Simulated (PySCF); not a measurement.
## Electron correlation in Se (selenium, neutral)

[Ar] 3d10 4s1 4p5, 4s spin antiparallel (an excited configuration). All numbers are calculated (PySCF 2.14, the spin-free X2C one-electron Hamiltonian (Gaussian nucleus), in x2c-TZVPPall (6s5p4d1f, 48 functions)). Frozen: [Ne]; 24 electrons correlated.

MP2 pair energies summed by pair of shells (mhartree):

| pair | energy | share (%) |
| --- | --- | --- |
| 4p-4p | -118.71 | 33.4 |
| 3d-3d | -88.33 | 24.9 |
| 4s-4p | -42.21 | 11.9 |
| 3p-3d | -39.64 | 11.2 |
| 3d-4p | -23.14 | 6.5 |
| 3s-3d | -18.70 | 5.3 |
| 3p-3p | -6.92 | 1.9 |
| 3d-4s | -6.61 | 1.9 |
| 3s-3p | -4.92 | 1.4 |
| 3p-4p | -3.09 | 0.9 |
| 3p-4s | -1.28 | 0.4 |
| 3s-3s | -1.05 | 0.3 |
| 3s-4p | -0.58 | 0.2 |
| 3s-4s | -0.20 | 0.1 |

Total MP2 correlation energy: -355.39 mhartree.

Same-spin part -97.00 and opposite-spin part -258.39 mhartree; SCS-MP2 scales them by 1/3 and 6/5 to -342.40 mhartree.

This basis was not built for core-valence correlation, so the inner-shell part is incomplete.
